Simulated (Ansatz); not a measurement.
A geometry relaxed with PBE0-D3(BJ)/def2-TZVP in Ansatz (an electronic-structure program), charge 0, multiplicity 1:

```xyz
10

H      1.9768    -1.4455    -0.4394
H     -1.2108    -2.1682    -0.1522
N     -1.2798    -1.2139     0.1583
N     -0.3626     1.7107     0.2802
H      2.3772     0.1284    -0.7230
N      1.6423    -0.4968    -0.4384
Al     0.0000     0.0000     0.0002
H     -1.2874     2.0994     0.3541
H     -2.1820    -1.0500     0.5720
H      0.3262     2.4358     0.3883
```

### Question
Write the SMILES of this molecule.

### Answer
`[NH2][Al]([NH2])[NH2]`
